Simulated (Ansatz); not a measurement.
B₂H₄SSi, one more setting.

```yaml
crystal:
  periodic: [false, false, false]
  atoms:
    - {symbol: S, position_ang: [-0.749546, 0.626106, -1.343920]}
    - {symbol: Si, position_ang: [-0.727321, 0.444457, 0.860145]}
    - {symbol: B, position_ang: [0.525037, -0.583495, -0.565743]}
    - {symbol: B, position_ang: [-0.077138, -1.308994, 0.739102]}
    - {symbol: H, position_ang: [0.026943, 1.711375, -1.601376]}
    - {symbol: H, position_ang: [-0.657417, 1.818606, 1.436788]}
    - {symbol: H, position_ang: [1.594887, -0.591022, -1.094462]}
    - {symbol: H, position_ang: [0.156656, -2.174133, 1.513666]}
basis:
  gaussian: {orbitals: STO-3G, final_grid: {core_spheres: 8, valence_spheres: 7, degree: 23}}
hamiltonian: {xc: {name: HF}}
output: {forces: true}
```

```sh
$ ansatz run in.yaml --threads 2 --pin off --events-out ev --progress --plain --max-ram 4352MiB
```

It prints (some lines left out):

```
Functional definition: HF
381 factors; integrals over basis functions are off by at most 1.1e-4 eV
mean field evaluation 1: about -19855.6529 eV, gradient 1.8e1 eV
mean field evaluation 2: about -19855.7114 eV, gradient 1.8e1 eV
mean field evaluation 4: about -19857.3685 eV, gradient 2.3e0 eV
mean field evaluation 8: about -19857.4101 eV, gradient 1.5e-4 eV
mean field -19857.40946004 eV, -729.7463378208 hartree, gradient 1.9e-5 eV, S^2 0.000000; 0 other end points of the search recorded, 0 dependent functions left out
reference -19857.40946004 eV, -729.7463378208 hartree; 22, 22 occupied and 10, 10 virtual orbitals, 381 factors
Total energy: -19857.40946004 eV, -729.7463378208 hartree
Atom 0 at    -0.749546     0.626106    -1.343920 Å, force     0.479434     0.254676     0.434621 eV/Å
Atom 1 at    -0.727321     0.444457     0.860145 Å, force     0.505012    -0.212338     0.377677 eV/Å
Atom 2 at     0.525037    -0.583495    -0.565743 Å, force     0.329812    -0.581969     0.761807 eV/Å
Atom 3 at    -0.077138    -1.308994     0.739102 Å, force     0.288222     1.599137    -0.955240 eV/Å
Atom 4 at     0.026943     1.711375    -1.601376 Å, force    -0.321400    -0.682779     0.161220 eV/Å
Atom 5 at    -0.657417     1.818606     1.436788 Å, force     0.120798    -1.494274    -0.758314 eV/Å
Atom 6 at     1.594887    -0.591022    -1.094462 Å, force    -1.124419     0.152040     0.655465 eV/Å
Atom 7 at     0.156656    -2.174133     1.513666 Å, force    -0.277459     0.965507    -0.677236 eV/Å
Dipole moment:    -0.197598     0.700109    -0.082810 e Å
```

Run time 0.25 s (2 threads of an Arm Neoverse V1 on a shared host); peak host memory 0.38 GiB.
